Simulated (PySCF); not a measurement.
MoOCl₃, SMILES [O]=[Mo+]([Cl])([Cl])[Cl], charge +1, multiplicity 1. Geometry: PBE0-D3(BJ)/def2-SVP. The multiplicity is an assumed one; no other spin state was optimised. The isomer is the one that the SMILES or the coordinates give; other isomers of the formula were not compared. The def2 effective core potentials stand for the cores of Mo; spin–orbit coupling is left out.

Question: Give the equilibrium geometry at PBE0-D3(BJ)/def2-SVP (PySCF confirms it by a frequency run) as a Z-matrix, and its point group. (An estimate is asked for; the answer gives what the named calculation found.)

Answer: point group C3v.
```
Mo
O 1 1.6264
Cl 1 2.1787 2 107.55
Cl 1 2.1787 2 107.55 3 120.00
Cl 1 2.1787 2 107.55 3 -120.00
```
Charge +1, spin multiplicity 1.
